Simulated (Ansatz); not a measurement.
Sn₄O₄H₈⁺, that is cyclo-(H2SnO)4 with one electron fewer. Total charge 1; doublet. Geometry r2SCAN-D4/def2-SVP, that of the neutral singlet; atoms count from 1.

```xyz
16

Sn    0.549    0.552   -2.214
H     1.466    0.053   -3.572
H    -0.383    1.976   -2.376
O    -0.520   -1.040   -1.698
Sn   -2.085   -0.968   -0.473
H    -1.990   -2.328    0.563
H    -3.515   -0.785   -1.400
O    -1.854    0.764    0.471
Sn   -0.629    1.022    2.017
H    -1.505    0.788    3.472
H     0.153    2.532    1.808
O     0.602   -0.533    1.894
Sn    2.165   -0.606    0.670
H     3.557   -0.058    1.505
H     2.221   -2.180   -0.001
O     1.768    0.810   -0.666
```

In the def2 sets Sn takes a core potential; there is no spin–orbit coupling.

Estimate the Mulliken populations from the PBE0/def2-TZVP orbitals of Ansatz.


| atom | charge (e) | spin (α − β) |
| --- | --- | --- |
| Sn1 | 0.84 | -0.04 |
| H2 | 0.04 | 0.03 |
| H3 | 0.05 | 0.04 |
| O4 | -0.68 | 0.19 |
| Sn5 | 0.84 | -0.03 |
| H6 | 0.03 | 0.00 |
| H7 | 0.04 | 0.04 |
| O8 | -0.66 | 0.27 |
| Sn9 | 0.84 | -0.04 |
| H10 | 0.04 | 0.03 |
| H11 | 0.05 | 0.04 |
| O12 | -0.68 | 0.19 |
| Sn13 | 0.84 | -0.03 |
| H14 | 0.04 | 0.04 |
| H15 | 0.03 | 0.00 |
| O16 | -0.66 | 0.27 |
Mulliken values depend strongly on the basis.

Where does the spin sit?

Summed by element: Sn -0.14, H 0.23, O 0.92, of 1 unpaired in all. Largest on single atoms: O16 0.27, O8 0.27, O4 0.19.

And the Mayer bond orders between heavy atoms (over 0.3)?

Sn1–O4 0.83 (1.99 Å); Sn1–O16 0.80 (1.99 Å); O4–Sn5 0.81 (1.99 Å); Sn5–O8 0.79 (1.99 Å); O8–Sn9 0.80 (1.99 Å); Sn9–O12 0.83 (1.99 Å); O12–Sn13 0.81 (1.99 Å); Sn13–O16 0.79 (1.99 Å).
